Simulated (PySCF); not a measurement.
Species: tetraethylmethane, C₉H₂₀.
Cartesian coordinates in Å at the PBE0-D3(BJ)/def2-SVP level; atoms count from 1:
```xyz
29
C9H20 angstrom
C      2.104   -1.488   -0.473
C      1.218   -0.343   -0.936
C      0.024    0.025   -0.031
C     -0.705    1.198   -0.718
C     -1.938    1.745   -0.016
C      0.504    0.425    1.380
C      1.452    1.610    1.473
C     -0.921   -1.180    0.152
C     -1.538   -1.765   -1.109
H      1.548   -2.434   -0.382
H      2.571   -1.284    0.503
H      2.920   -1.660   -1.192
H      0.828   -0.571   -1.943
H      1.837    0.560   -1.073
H     -0.982    0.881   -1.738
H      0.020    2.016   -0.864
H     -1.706    2.133    0.988
H     -2.375    2.576   -0.591
H     -2.724    0.982    0.099
H     -0.385    0.625    2.002
H      0.979   -0.456    1.844
H      2.387    1.438    0.918
H      1.729    1.803    2.521
H      1.001    2.535    1.082
H     -0.370   -1.973    0.686
H     -1.728   -0.883    0.844
H     -2.153   -1.030   -1.650
H     -2.192   -2.616   -0.862
H     -0.775   -2.136   -1.811
```

Computed, not measured: PBE0-D3(BJ)/def2-SVP geometry optimisation, gas phase (PySCF 2.14.0).

Take the most abundant isotopes and a rigid rotor. The values belong to one conformer with, in the numbering `[CH3:1][CH2:2][C:3]([CH2:4][CH3:5])([CH2:6][CH3:7])[CH2:8][CH3:9]`, C1–C2–C3–C4 180°, C2–C3–C4–C5 180°, C2–C3–C6–C7 60°, C2–C3–C8–C9 -59°.

(1) What are A, B and C (cm⁻¹)?

(2) What kind of rotor is it?

(3) What does the inertial defect say?

(4) Give the other two planar moments, Paa and Pbb, and the rms extents of the mass along the axes.

## Answers

(1) Ia = 333.52, Ib = 333.63, Ic = 528.45 u·Å²; 505379 MHz·u·Å²/I gives 1515, 1515 and 956.3 MHz, that is A = 0.05055, B = 0.05053, C = 0.03190 cm⁻¹.

(2) An oblate symmetric top, as the point group D2d requires two equal moments; Ray's κ = 0.998.

(3) Not planar: Δ = Ic − Ia − Ib = -138.70 u·Å². For a rigid frame Δ = −2 Σ m c², so Σ m c² = 69.35 u·Å² lies off the ab plane: 25.65 from hydrogen and 43.70 from heavier atoms. The atom farthest from that plane is 1.60 Å away.

(4) Paa = Σ m a² = (Ib + Ic − Ia)/2 = 264.28 and Pbb = Σ m b² = (Ia + Ic − Ib)/2 = 264.17 u·Å². With the mass M = 128.16 u, the rms extents √(P/M) along a, b and c are 1.44, 1.44, 0.74 Å.

The point group D2d allows no dipole (computed: 0.00 D), so a rigid rotor has no electric-dipole lines.

Q: Estimate the classical rotational partition function at 25 K, 200 K and 298.15 K.

A: Point group D2d, symmetry number σ = 4; q = (√π/σ)·√((kT/h)³/(ABC)), k/h = 20836.6 MHz/K: 3560 at 25 K, 80500 at 200 K, 146000 at 298.15 K.

No PBE0-D3(BJ)/def2-SVP frequencies stand behind this structure, so it isn't proved a minimum. Constants of a rigid frame at the computed geometry: no zero-point averaging, no centrifugal distortion.
